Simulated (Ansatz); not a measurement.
`OC1[SiH2]S1`, relaxed with RKS PBE-D4/def2-SVP in Ansatz from a rough embedded geometry. The force threshold is 0.03 eV/Å; the program also tests the step.

Total charge 0; spin multiplicity 1.

Start:

```xyz
8

O    -0.734   -1.227    0.928
C     0.353   -0.489    0.396
Si   -0.026    1.169   -0.217
S     0.435   -0.586   -1.265
H    -0.911   -2.034    0.319
H     1.281   -0.547    0.955
H    -1.425    1.552   -0.670
H     1.027    2.162   -0.446
```

Question: How much energy does the relaxation release, and in how many steps? (An estimate is asked.)

Answer: The calculation gave: 86.30 kJ/mol, in 12 steps, 2 of them rejected.

Question: Which bonds change most? (An estimate is asked.)

Answer: Ansatz gave: C2–S4 from 1.666 to 1.947 Å; C2–Si3 from 1.807 to 1.872 Å; O1–H5 from 1.026 to 0.977 Å; O1–C2 from 1.417 to 1.379 Å.

Question: Give the relaxed structure. (An estimate is asked.)

Answer: The calculation gave: 
```xyz
8

O    -0.894   -1.173    0.800
C     0.226   -0.505    0.353
Si   -0.002    1.162   -0.467
S     0.604   -0.552   -1.556
H    -0.694   -2.129    0.826
H     1.169   -0.730    0.893
H    -1.402    1.670   -0.621
H     0.994    2.257   -0.228
```
